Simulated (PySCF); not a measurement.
tetrasiletane (H₈Si₄), SMILES [SiH2]1[SiH2][SiH2][SiH2]1. Coordinates come from a PBE0-D3(BJ)/def2-SVP optimisation.

Calculation: PySCF with PBE0-D3(BJ)/def2-SVP.

Harmonic wavenumbers (cm⁻¹): 89, 180, 284, 284, 386, 404, 422, 422, 440, 448, 529, 553, 603, 652, 652, 702, 702, 722, 890, 890, 898, 920, 2205, 2205, 2209, 2209, 2229, 2229, 2229, 2232. Rotational constants (GHz): 2.606, 2.606, 1.473; symmetry number 4.

**Question.** Work out the zero-point energy and the ideal-gas rigid-rotor harmonic-oscillator thermochemistry at 298.15 K and 1 atm.

**Answer.** ZPE = ½ Σ hcν = ½ × 29820 cm⁻¹ = 178.36 kJ/mol. H − E(el) = 202.29 kJ/mol. Entropy in J/(mol K): translation 168.50, rotation 105.06, vibration 75.97, total 349.53. G − E(el) = 98.08 kJ/mol. Cp = 139.78 J/(mol K). Modes under 150 cm⁻¹ make the vibrational entropy uncertain.
